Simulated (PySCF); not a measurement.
# C$_{2}$H$_{12}$OSi$_{3}$: full NMR table

```
Formula                               : C2H12OSi3
SMILES                                : COC[SiH]([SiH3])[SiH3]
Point group of the computed structure : C1
Degrees of unsaturation               : 0
Carbon signals                        : 2
Proton signals                        : 4
```

Molfile (atoms numbered from 1):
```
C2H12OSi3
     RDKit          3D

 18 17  0  0  0  0  0  0  0  0999 V2000
   -2.7786    0.7761    0.4058 C   0  0  0  0  0  0  0  0  0  0  0  0
   -1.4525    0.7273   -0.0448 O   0  0  0  0  0  0  0  0  0  0  0  0
   -0.9084   -0.5777   -0.1126 C   0  0  0  0  0  0  0  0  0  0  0  0
    0.8974   -0.2581   -0.6743 Si  0  0  0  0  0  4  0  0  0  0  0  0
    2.2162   -2.0669   -0.0506 Si  0  0  0  0  0  4  0  0  0  0  0  0
    1.2479    1.8743    0.1800 Si  0  0  0  0  0  4  0  0  0  0  0  0
   -2.8684    0.3639    1.4193 H   0  0  0  0  0  0  0  0  0  0  0  0
   -3.0746    1.8237    0.4129 H   0  0  0  0  0  0  0  0  0  0  0  0
   -3.4442    0.2124   -0.2603 H   0  0  0  0  0  0  0  0  0  0  0  0
   -1.4880   -1.1955   -0.8101 H   0  0  0  0  0  0  0  0  0  0  0  0
   -0.9704   -1.0637    0.8722 H   0  0  0  0  0  0  0  0  0  0  0  0
    0.8193   -0.2379   -2.1532 H   0  0  0  0  0  0  0  0  0  0  0  0
    3.6086   -1.8457   -0.4467 H   0  0  0  0  0  0  0  0  0  0  0  0
    2.2326   -2.2787    1.4015 H   0  0  0  0  0  0  0  0  0  0  0  0
    1.8372   -3.3640   -0.6233 H   0  0  0  0  0  0  0  0  0  0  0  0
    0.5314    2.9509   -0.5026 H   0  0  0  0  0  0  0  0  0  0  0  0
    0.9085    1.9512    1.6046 H   0  0  0  0  0  0  0  0  0  0  0  0
    2.6771    2.2147    0.0908 H   0  0  0  0  0  0  0  0  0  0  0  0
  1  2  1  0
  2  3  1  0
  3  4  1  0
  4  5  1  0
  4  6  1  0
  1  7  1  0
  1  8  1  0
  1  9  1  0
  3 10  1  0
  3 11  1  0
  4 12  1  0
  5 13  1  0
  5 14  1  0
  5 15  1  0
  6 16  1  0
  6 17  1  0
  6 18  1  0
M  END
```

[PySCF 2.14: GFN2-xTB geometry; NMR shieldings at PBE0/pcSseg-1/GIAO; single conformer; relativity neglected; no solvent model; equivalent nuclei averaged]

Referencing at the same level of theory: $^{1}$H, $^{13}$C, $^{29}$Si vs TMS; $^{17}$O against H2O.

```tsv
carbon	δC, type	δH (multiplicity)	HMBC from (2–3 bonds)	span of the C tensor (ppm)
C1	64.9, CH3	3.51 (s)	H10/H11	95
C3	63.4, CH2	3.25 (d)	H12, H7/H8/H9, H13/H14/H15/H16/H17/H18	100
```

Other nuclei:
```json
{"atoms": "H12", "nucleus": "$^{1}$H", "environment": "hydrogen on a silicon bonded to C, 2 Si", "δ (ppm)": "4.24", "σ (ppm)": "27.48"}
{"atoms": "H13/H14/H15/H16/H17/H18", "nucleus": "$^{1}$H", "environment": "hydrogen on a silicon bonded to Si", "δ (ppm)": "3.44", "σ (ppm)": "28.28"}
{"atoms": "Si4", "nucleus": "$^{29}$Si", "environment": "silicon bonded to C, 2 Si, H", "δ (ppm)": "-74.8", "σ (ppm)": "424.0"}
{"atoms": "Si5/Si6", "nucleus": "$^{29}$Si", "environment": "silicon bonded to Si, 3 H", "δ (ppm)": "-116.2", "σ (ppm)": "465.3"}
{"atoms": "O2", "nucleus": "$^{17}$O", "environment": "ether oxygen", "δ (ppm)": "23.2", "σ (ppm)": "312.8"}
```

- Carbon types of the structure: 1 × CH2, 1 × CH3, leaving 7 H on heteroatoms.
- δC 64.9: methyl carbon bonded to O; pulled downfield by the heteroatom.
- δC 63.4: sp3 CH2 bonded to O and Si; pulled downfield by the heteroatom.
- δH 4.24: hydrogen on a silicon bonded to C, 2 Si.
- δH 3.51: hydrogen on a methyl carbon bonded to O; its carbon carries O, hence the downfield position.
- δH 3.25: hydrogen on an sp3 CH2 bonded to O and Si; its carbon carries O, hence the downfield position.

Shifts are as computed. Against solution values, carbons near 30 ppm lie about +3 ppm off and those near 130 ppm about +5 ppm. Of 1309 compounds with measured shifts, 239 miss one by over three times the rms of a fit or turn the order of signals round; such compounds aren't used in these exercises. Experimental scales use liquid or dissolved standards, which lie at an offset from isolated H2O (liquid H2O: subtract about 36 ppm). No couplings were computed; multiplicities are counted from neighbouring protons, with m where these are inequivalent, close in shift, in a saturated or five-membered ring or joined by F or P, and br s for small geminal =CH2 splittings.
